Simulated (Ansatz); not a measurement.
Cost and result for the atomization energy of CH₄AlClSi, SMILES `Cl[SiH]1[CH2][AlH]1` (8 atoms, 8 bonds).

```json
{"atom": "Cl1", "x (Å)": "1.9959", "y (Å)": "1.6571", "z (Å)": "0.6524"}
{"atom": "Si2", "x (Å)": "0.4446", "y (Å)": "0.3214", "z (Å)": "0.9878"}
{"atom": "C3", "x (Å)": "-0.7303", "y (Å)": "0.2768", "z (Å)": "-0.5017"}
{"atom": "Al4", "x (Å)": "0.3408", "y (Å)": "-1.3518", "z (Å)": "-0.6287"}
{"atom": "H5", "x (Å)": "-0.1061", "y (Å)": "0.6334", "z (Å)": "2.3337"}
{"atom": "H6", "x (Å)": "-0.8984", "y (Å)": "1.1199", "z (Å)": "-1.1700"}
{"atom": "H7", "x (Å)": "-1.7016", "y (Å)": "-0.0723", "z (Å)": "-0.1077"}
{"atom": "H8", "x (Å)": "0.6551", "y (Å)": "-2.5845", "z (Å)": "-1.5659"}
```

The species carries charge 0 and has multiplicity 1. Geometry: relaxed with PBE0-D4/def2-TZVP. Program: Ansatz. All runs use 2 threads of an Arm Neoverse V1 on a shared host. Times are those of one run each, without the atoms' runs, and a repeat can differ threefold. Electronic energies, without spin–orbit coupling; frozen cores. CCSD(T)/CBS adds CCSD(T) − MP2 in def2-TZVPP to the MP2 limit, and its time is that of the two runs behind it. T1 = 0.011.

CCSD(T)/CBS is a level of theory with its own doubt, some kJ/mol a heavy atom from the limit and from the frozen cores, so smaller differences don't rank the functionals.

```csv
level,functions,wall time,atomization (kJ/mol),difference from CCSD(T)/CBS,per bond
LDA (SPW92)/def2-TZVPP,213,1.7 s,2788.2,324.1,40.5
CCSD(T)/def2-SVP,88,2.4 s,2282.0,-182.1,-22.8
revPBE-D4/def2-TZVPP,213,2.9 s,2434.9,-29.2,-3.7
BLYP-D4/def2-TZVPP,213,2.9 s,2420.1,-44.0,-5.5
PBE0-D4/def2-TZVPP,213,4.3 s,2464.7,0.6,0.1
CAM-B3LYP-D4/def2-TZVPP,213,4.7 s,2447.0,-17.1,-2.1
r2SCANh-D4/def2-TZVPP,213,7.5 s,2472.4,8.3,1.0
PBE-QIDH/def2-TZVPP,213,7.5 s,2454.7,-9.4,-1.2
B97M-V/def2-TZVPP,213,14 s,2509.7,45.6,5.7
ωB97M-V/def2-TZVPP (with forces),213,17 s,2471.2,7.1,0.9
MP2/def2-QZVPP,387,21 s,2469.1,5.0,0.6
CCSD(T)/def2-TZVPP,213,64 s,2389.2,-74.9,-9.4
CCSD(T)/CBS(def2),–,85 s,2464.1,0.0,0.0
```

From PBE to PBE0 (25 % exact exchange), in def2-TZVPP and without D4, the atomization energy moves by −20.2 kJ/mol: exact exchange takes away binding that semilocal exchange gives to molecules. Leaving LDA and LC-ωPBE aside and taking each functional with its dispersion term where it has one, the values, not all of them listed here, spread over 114.0 kJ/mol, from BHLYP-D4 to B97M-V. LDA lies +319.8 kJ/mol from PBE without D4, its usual overbinding. In def2-TZVPP, CCSD(T) changes the Hartree–Fock value by +583.6 kJ/mol (the triples alone add +40.3 kJ/mol) and MP2 by +619.1 kJ/mol; breaking electron pairs costs correlation energy, which Hartree–Fock lacks.
